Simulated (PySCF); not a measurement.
PySCF job for FH6NOSi2, SMILES O[Si@@H]([SiH2]F)N, PBE/pcSseg-1. Geometry optimised at r2SCAN-D4/def2-SVP. The structure was generated by enumeration; whether it is a known compound was not checked. Other conformers were not sampled.

```python
import numpy as np
from pyscf import gto, scf, dft
from pyscf.prop.nmr import rks as nmr

mol = gto.M(
    atom='''
    N    -1.67562856   -1.10466461    1.04127734
    Si   -1.01193942    0.15084269    0.06535068
    O    -0.49675390    1.55329163    0.82737666
    Si    1.00181944   -0.59868814   -0.88816621
    F     2.07606294    0.50740643   -0.29376395
    H    -1.10718116   -1.60026049    1.72175073
    H    -2.64129758   -1.05237091    1.35354990
    H    -2.10065605    0.52363195   -0.87793442
    H     0.46603285    1.64610183    0.86049512
    H     1.45517655   -1.94577594   -0.42386815
    H     1.08846997   -0.56182863   -2.37865475
    ''',
    basis='pcSseg-1',
    charge=0,
    spin=0,
    max_memory=1600,
    verbose=3,
)
mf = dft.RKS(mol, xc='pbe')
mf.grids.level = 3
mf.conv_tol = 1e-10
mf.max_cycle = 100
mf.kernel()
n = nmr.NMR(mf)
n.verbose = 2
n.max_cycle_cphf = 60
sigma = n.kernel()
print('atom   isotropic/ppm   span/ppm')
for i, s in enumerate(sigma):
    w = np.linalg.eigvalsh((s + s.T) / 2)
    print(f'{mol.atom_symbol(i):2s}{i + 1:3d} {w.mean():14.3f} {w[2] - w[0]:11.3f}')
```

Output:

```
converged SCF energy = -811.95428696444
atom   isotropic/ppm   span/ppm
N   1        214.402      59.274
Si  2        365.392     104.654
O   3        244.673     160.603
Si  4        330.182     184.551
F   5        425.330     105.563
H   6         30.175      15.780
H   7         29.456      15.845
H   8         26.181       8.915
H   9         28.054      18.075
H  10         25.728       6.757
H  11         25.659       7.465
```

The run converged.
